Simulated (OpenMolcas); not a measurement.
Au3+ (d8) among equal point charges was computed by CASSCF with the d shell active (OpenMolcas, ANO-RCC-VDZP on the metal). Its lowest spin-free states, and all those of the highest spin:

| 2S+1 | Degeneracy | E (cm-1) |
| --- | --- | --- |
| 3 | 1 | 0.0 |
| 3 | 1 | 6100 |
| 3 | 2 | 6367 |
| 1 | 1 | 9677 |
| 3 | 1 | 12616 |
| 3 | 2 | 12774 |
| 1 | 1 | 15768 |
| 1 | 2 | 18258 |
| 1 | 1 | 21134 |
| 3 | 2 | 23143 |
| 1 | 2 | 25873 |
| 1 | 1 | 25949 |
| 3 | 1 | 27355 |

Problem. Is the site octahedral, tetrahedral or cube-like, axial, or of lower symmetry?

Solution. The states with 2S+1 = 3 have orbital degeneracies 1, 1, 2, 1, 2, 2, 1. There are pairs but no triples, so the site is axial: not cubic, but with a proper or improper axis of order three or more. The run had Au3+ among 6 point charges of -1.7 e arranged as a tetragonal octahedron (D4h), 2.16 Å from the ion, with the axial distance 1.858 Å.

Spin-orbit coupling mixes the spin-free states strongly: the lowest level takes only 63 % from its leading state, 3B1. Without dynamic correlation the repulsion within the d shell is too large (B by tens of per cent), so at a given field states of lower spin stand too high. Real 4d8 and 5d8 ions are as a rule square planar and diamagnetic. This shell can be high or low spin here, a state of another spin lies low, and with metal d orbitals alone active their balance is uncertain, so the ground spin may be wrong. Point charges give a weaker field than real ligands, and real ions of this kind are as a rule low spin; the high spin found here belongs to the model. This is an electrostatic model: the charges have no orbitals. No measured value stands beside these numbers.
